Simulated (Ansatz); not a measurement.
```yaml
crystal:
  periodic: [false, false, false]
  atoms:
    - {symbol: N, position_ang: [-1.435168, 0.460545, -1.130485]}
    - {symbol: Si, position_ang: [0.065444, -0.177122, -0.776920]}
    - {symbol: S, position_ang: [-0.042814, -1.722114, 1.082720]}
    - {symbol: Ga, position_ang: [1.600685, 0.545337, 0.814029]}
    - {symbol: H, position_ang: [-1.851347, 1.429102, -0.670809]}
    - {symbol: H, position_ang: [-2.169592, 0.079785, -1.724203]}
    - {symbol: H, position_ang: [0.235526, -1.371669, -1.860585]}
    - {symbol: H, position_ang: [-0.810114, -0.619416, 1.901757]}
    - {symbol: H, position_ang: [3.137805, -0.053714, 0.555465]}
    - {symbol: H, position_ang: [1.379111, 1.515801, 1.954782]}
basis:
  gaussian: {orbitals: def2-SVP}
hamiltonian: {xc: {name: wB97X-V}}
kpoints: {mp_grid: {grid: [2, 2, 2]}}
output: {forces: true}
```

```sh
$ ansatz run in.yaml --threads 2 --pin off --events-out ev --progress --plain --max-ram 32768MiB --backend cpu
```

It prints (some lines left out):

```
Error: invalid value for `basis.gaussian`: such a run doesn't read kpoints; remove what it names
```

(1) What is wrong with this run?

Results:

(1) The input holds a key that doesn't belong there. The program refused the input.
